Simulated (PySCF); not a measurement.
Harmonic spectrum computed at PBE0 in the def2-TZVP basis family (core potentials from Rb on, PySCF, no spin–orbit coupling):

```csv
ω (cm⁻¹),IR (km/mol)
141,9.9
163,16.9
700,181
848,14.8
1319,39.2
3878,213
```

Task: Which molecule gave it? In each, all ligands are bound to the one heavy central atom.
A. SnN(OH) (singlet)
B. SiN(OH) (singlet)
C. GeN(OH) (singlet)
D. SeN(OH) (singlet)
E. SN(OH) (singlet)

Result: B. It has Cs symmetry with O–H 0.962 Å, Si–N 1.559 Å, Si–O 1.616 Å.
